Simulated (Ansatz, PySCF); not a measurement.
Dimer: C2H4 (SMILES C=C) (first 6 atoms) with CH2O2 (SMILES O=CO); geometry from B3LYP-D3(BJ)/def2-TZVP, rigid monomers moved along the line of their centres of mass till C1···H11 is 4.13 Å.
(charge 0, multiplicity 1):
```xyz
11

C     -0.582    -0.244    -0.016
C      0.618     0.320     0.071
H     -0.807    -1.167     0.505
H     -1.373     0.190    -0.615
H      0.856     1.238    -0.453
H      1.406    -0.127     0.666
O      0.270    -1.291     5.158
C     -0.224    -0.316     5.653
O     -0.677     0.751     4.987
H     -0.370    -0.172     6.732
H     -0.538     0.603     4.028
```

Monomers are frozen at their geometry in the pair; levels with a basis set take the counterpoise correction.

Correlated levels freeze the cores.

The values were computed with Ansatz (a first-principles code); PySCF for the dispersion terms. 

PBE/def2-TZVPPD gives -2.9 kJ/mol for the interaction energy.

**Question.** How do the other levels lie against it? Give each less PBE: PBE-D3(BJ)/def2-TZVPPD, r2SCAN/def2-TZVPPD, B3LYP/def2-TZVPPD, wB97M-V/def2-TZVPPD, MP2/aug-cc-pVDZ, CCSD(T)/aug-cc-pVDZ.

**Answer.** PBE-D3(BJ)/def2-TZVPPD -0.9; r2SCAN/def2-TZVPPD 0.0; B3LYP/def2-TZVPPD 0.7; wB97M-V/def2-TZVPPD -0.6; MP2/aug-cc-pVDZ -0.5; CCSD(T)/aug-cc-pVDZ -0.4 kJ/mol. 1 of 6 lie above PBE; the widest gap is to PBE-D3(BJ)/def2-TZVPPD.
